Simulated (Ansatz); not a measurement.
Complex (SMILES): N#C (CH-N) with [H][H] (H2), atoms 1 to 3 the first; geometry from B3LYP-D3(BJ)/def2-TZVP, monomers rigid:
```xyz
5

C      0.0824     0.0127    -0.2975
N     -0.1799    -0.1015     0.8121
H      0.3266     0.1188    -1.3306
H     -0.9999    -0.4792     4.2527
H     -0.8279    -0.3991     3.5322
```

Basis-set convergence of the counterpoise-corrected interaction energy at CCSD(T) with Ansatz (a first-principles code). Cartesian d functions, on some or all atoms, in 6-31+G*; all else is spherical. Cores are frozen. No added dispersion term, no relativity. Functions are those of the species that has most. Reference: Hartree-Fock in aug-cc-pVQZ plus the correlation part extrapolated as X^-3 from aug-cc-pVTZ and aug-cc-pVQZ, -0.54 kcal/mol.

```csv
basis,functions,counterpoise-corrected interaction energy (kcal/mol)
6-31G,24,___
6-31+G*,44,___
6-311G**,54,-0.31
6-311+G**,62,-0.31
def2-SVPD,64,-0.42
pcseg-2,102,___
def2-TZVPP,104,-0.41
jun-cc-pV(T+d)Z,120,-0.45
"6-311++G(3df,3pd)",132,-0.48
cc-pVQZ,200,-0.47
def2-QZVPP,204,-0.47
def2-QZVPPD,225,-0.50
cc-pV5Z,347,-0.50
```

### Question
What belongs in the gaps?

### Answer

- 6-31G, counterpoise-corrected interaction energy (kcal/mol): -0.19
- 6-31+G*, counterpoise-corrected interaction energy (kcal/mol): -0.10
- pcseg-2, counterpoise-corrected interaction energy (kcal/mol): -0.39
